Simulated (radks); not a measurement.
Task: Radial electron density D(r) = 4 pi r^2 rho(r) of an atom or ion with 2 electrons. Calculated with a radial shooting solver on a logarithmic mesh with Libxc functionals: scalar-relativistic Kohn-Sham, BLYP, spin-polarised, spherical densities, point nucleus.

r (bohr)  D(r) (e/bohr)
0.005701          2.524
0.006908          3.486
0.00837           4.759
0.01014           6.406
0.01229           8.475
0.01489           10.98
0.01804           13.88
0.02186           17.01
0.02649           20.10
0.03209           22.71
0.03889           24.33
0.04674           24.45
0.05664           22.78
0.06862           19.32
0.08315           14.63
0.1007            9.662
0.1221            5.405
0.1479            2.474
0.1792           0.8882
0.2172           0.2379
0.2631          0.04487
0.3188         0.005598
0.3863        0.0004207

What is the nuclear charge?

Result: Z = 23. The innermost maximum, from 1s, lies near gamma/Z bohr with gamma = sqrt(1 - (Z/c)^2) = 0.986, here 0.0429 bohr (found: 0.0431), and its height grows with Z. The density is that of the vanadium ion V21+ in [He]; the configuration itself is not fixed sharply by these data, and Z only to about a unit. D(r) has 1 maximum, at r = 0.0431 bohr.
